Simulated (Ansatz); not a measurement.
Geometry optimisation of Zn2S⁺.

```yaml
crystal:
  periodic: [false, false, false]
  atoms:
    - {symbol: Zn, position_ang: [1.817540, -0.100940, 1.030290]}
    - {symbol: Zn, position_ang: [-1.958960, 0.034760, -0.732480]}
    - {symbol: S, position_ang: [0.141420, 0.066180, -0.297810]}
basis:
  gaussian: {orbitals: def2-TZVP}
total_charge: 1
magnetization: {spin_polarized: true, initial_magnetization: 1}
hamiltonian: {xc: r2scan, dispersion: d4}
scf: {lower_state_search: "off"}
output: {orbitals: {seedname: orbitals}}
relax: {f_tol: 0.02, max_steps: 100}
```

```sh
$ ansatz run in.yaml --threads 4 --pin off --events-out ev --progress --plain --max-ram 3916MiB
```

It prints (some lines left out):

```
Functional definition: r2SCAN
mean field -107666.12769194 eV, -3956.6572139564 hartree, gradient 4.2e-6 eV, S^2 0.763367; 0 other end points of the search recorded, 0 dependent functions left out
relax step   1: F+E_penalty+E_count = -107666.14933511 eV  Δ(F+E_penalty+E_count) = +0.000e0 eV  max|allowed force component| = 4.994e-1 eV/Å  Δτ_max = 0.0000 Å  (20 SCF iters, accepted)
mean field -107666.21246351 eV, -3956.6603292540 hartree, gradient 1.2e-6 eV, S^2 0.763109; 0 other end points of the search recorded, 0 dependent functions left out
relax step   2: F+E_penalty+E_count = -107666.23423532 eV  Δ(F+E_penalty+E_count) = -8.490e-2 eV  max|allowed force component| = 4.173e-1 eV/Å  Δτ_max = 0.1088 Å  (30 SCF iters, accepted)
mean field -107666.31583579 eV, -3956.6641281152 hartree, gradient 2.7e-6 eV, S^2 0.763721; 0 other end points of the search recorded, 0 dependent functions left out
relax step   3: F+E_penalty+E_count = -107666.33794295 eV  Δ(F+E_penalty+E_count) = -1.037e-1 eV  max|allowed force component| = 2.409e-1 eV/Å  Δτ_max = 0.1972 Å  (30 SCF iters, accepted)
mean field -107666.34951478 eV, -3956.6653657954 hartree, gradient 3.5e-6 eV, S^2 0.764836; 0 other end points of the search recorded, 0 dependent functions left out
relax step   4: F+E_penalty+E_count = -107666.37158173 eV  Δ(F+E_penalty+E_count) = -3.364e-2 eV  max|allowed force component| = 1.966e-1 eV/Å  Δτ_max = 0.1943 Å  (29 SCF iters, accepted)
mean field -107666.35337773 eV, -3956.6655077560 hartree, gradient 1.9e-6 eV, S^2 0.764259; 0 other end points of the search recorded, 0 dependent functions left out
relax step   5: F+E_penalty+E_count = -107666.37543620 eV  Δ(F+E_penalty+E_count) = -3.854e-3 eV  max|allowed force component| = 1.019e-2 eV/Å  Δτ_max = 0.0308 Å  (25 SCF iters, accepted)
Total energy: -107666.37545706 eV, -3956.6663191566 hartree
Atom 0 at     1.472877    -0.137966     1.121672 Å, force     0.002161     0.001141    -0.005211 eV/Å
Atom 1 at    -1.810344    -0.019988    -0.410864 Å, force     0.002694     0.001124    -0.004975 eV/Å
Atom 2 at     0.337467     0.157953    -0.710808 Å, force    -0.004855    -0.002265     0.010186 eV/Å
Dipole moment:    -0.259755    -0.121582     0.547133 e Å
Checks for a lower state left out: stability, starts, cluster_reference, orbital_swaps, neighbouring_geometries, increment
```

It took 16 s on 4 threads of Arm Neoverse V1 on a shared host.

The structure comes from a short search, and lower isomers may exist.
